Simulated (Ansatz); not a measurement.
Relaxation of ClF3HOTa (7 atoms, charge 0, multiplicity 1), to a largest force component of 0.02 eV/Å in at most 40 steps.

Method: RKS BHLYP/def2-SVP in Ansatz 0.2.0.

```xyz
7
Properties=species:S:1:pos:R:3:forces:R:3
Ta 0.000 0.000 0.000 0.22 0.89 1.30
F 1.930 0.000 0.000 -2.58 -0.01 -0.15
O 0.000 0.000 2.020 -0.87 -2.68 -2.57
H -0.255 -0.917 2.357 0.64 2.21 -0.24
F 0.000 0.000 -1.930 -0.04 -0.13 1.71
F -0.965 1.671 0.000 1.40 -2.32 -0.07
Cl -1.235 -2.139 0.000 1.23 2.04 0.02
```

Q: Where does it end, and by what steps?

A: The forces met the threshold. The force dipped under the threshold on the way, but the program's further checks kept it going. After 13 steps the energy has fallen by 1.091 eV; H4 moved furthest, 0.80 Å.

```csv
step,energy less start (eV),largest force component (eV/Å),accepted
0,0.0000,2.678,yes
1,-0.7498,1.807,yes
2,-0.8857,0.795,yes
3,-0.9640,0.666,yes
4,-1.0366,0.219,yes
5,-1.0643,0.247,yes
6,-1.0800,0.151,yes
7,-1.0494,1.920,no
8,-1.0886,0.035,yes
9,-1.0907,0.010,yes
10,-1.0907,0.162,no
11,-1.0911,0.032,yes
12,-1.0911,0.073,yes
13,-1.0913,0.003,yes
```

```xyz
7
Properties=species:S:1:pos:R:3
Ta -0.055 -0.140 -0.014
F 1.803 -0.241 -0.013
O -0.073 -0.299 1.845
H -0.027 -0.282 2.794
F 0.092 0.242 -1.853
F -1.060 1.423 0.102
Cl -1.204 -2.088 -0.414
```

Whether the end is a true minimum wasn't checked by a vibrational analysis.

The run took 29 s on 4 threads of Arm Neoverse V2, on a shared host, peak memory 0.27 GiB.
